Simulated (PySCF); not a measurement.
Species: C8H9B.
SMILES: `BC1=C[C@@H]2[C@@H]3C=C[C@H]1[C@H]23`

Computed with TDDFT CAM-B3LYP/def2-SVPD, vertical, gas phase, core orbitals frozen in the response in PySCF 2.14.0, density-fitted response routines. One conformer (not necessarily the lowest) at the PBE0-D3(BJ)/def2-SVP geometry, without solvent, vibrations or thermal averaging.

Task: List the vertical singlet excitations with oscillator strengths and describe the spectrum.

Result: 

```tsv
state	E (eV)	E (kJ/mol)	λ (nm)	f	main configurations (H = HOMO, L = LUMO)
S1	4.48	432	276.9	0.074	H→L (94%)
S2	4.77	460	259.9	0.156	H-1→L (94%)
S3	5.52	532	224.7	0.0006	H-2→L (67%), H-3→L (25%)
S4	5.79	559	214.1	0.0029	H-3→L (55%), H-4→L (27%), H-2→L (12%)
S5	6.13	591	202.3	0.090	H→L+1 (71%), H-1→L+1 (15%)
S6	6.28	606	197.4	0.118	H-1→L+1 (71%), H→L+1 (15%)
S7	6.66	643	186.1	0.016	H-4→L (58%), H-2→L (15%), H-3→L (13%)
S8	6.73	650	184.2	0.029	H→L+2 (72%), H→L+3 (10%)
S9	6.96	672	178.0	0.0079	H-1→L+2 (64%), H→L+4 (16%)
S10	7.12	687	174.0	0.040	H→L+4 (61%), H-1→L+2 (16%)
```

Triplets (Tamm–Dancoff): T1 3.08 eV, H-1→L (89%); T2 4.00 eV, H→L+1 (53%), H→L (23%), H→L+2 (8%); T3 4.18 eV, H→L (70%), H→L+1 (15%); T4 5.04 eV, H-3→L (48%), H-2→L (42%).

The lowest singlet comes at 277 nm (432 kJ/mol) in the ultraviolet; it is of moderate strength; its leading configuration is HOMO→LUMO (94%). The strongest level in the table is S2 at 4.77 eV (260 nm, f = 0.156). Löwdin shares by element: HOMO carbon 71% or more (atoms not listed hold the other 29%); LUMO carbon 36% or more, boron 34%, hydrogen 6% or more (atoms not listed hold the other 23%). The listed states span 2.65 eV, and the widest gap between neighbours is 0.75 eV (S2 to S3). Weighted by f, the mean energy of these states is 5.67 eV. Of the 10 states listed, 7 reach f = 0.01 and none stays under 0.0005. The vertical ionisation energy (ΔSCF) is 8.71 eV, 1.58 eV above S10. Only the lowest 10 singlets were computed, as vertical energies without vibronic structure.
